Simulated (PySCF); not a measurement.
Mapped SMILES: `[F:1][C:2]([F:3])([F:4])[CH2:5][c:6]1[n:7][cH:8][cH:9][nH:10]1`. Hydrogens are named by the atom that carries them.

GIAO PBE0/pcSseg-1 shifts (PySCF 2.14.0 with density-fitted response routines, gas phase, non-relativistic, equivalent atoms averaged), each against references optimised in the same way as the molecule (CFCl3, TMS, NH3).

On the GFN2-xTB geometry: F1/F3/F4 -82.2, C6 139.2, C2 135.0, C8 134.8, C9 121.2, C5 39.3, N7 307.5, N10 181.4, H(N10) 8.73, H(C8) 7.24, H(C9) 7.03, H(C5) 3.69 ppm.

What changes on the PBE0-D3(BJ)/def2-SVP geometry?

Results:


```csv
atoms,δ (ppm),change
F1/F3/F4,-79.8,+2.4
C6,138.0,-1.2
C2,131.1,-3.9
C8,134.8,+0.0
C9,120.5,-0.7
C5,36.9,-2.4
N7,307.4,-0.1
N10,181.5,+0.1
H(N10),8.48,-0.25
H(C8),7.13,-0.11
H(C9),6.98,-0.05
H(C5),3.41,-0.28
```

Unscaled 19F shifts against computed CFCl3 carry errors that often reach 10 to 50 ppm.

Bonds between heavy atoms that differ most (equivalent bonds averaged): C8–C9 1.364 → 1.374 Å, C2–C5 1.518 → 1.508 Å, N7–C8 1.358 → 1.366 Å, C6–N7 1.305 → 1.312 Å, F1–C2 1.342 → 1.338 Å. Mean change of bonds to hydrogen: C–H +0.013 Å, N–H +0.004 Å.
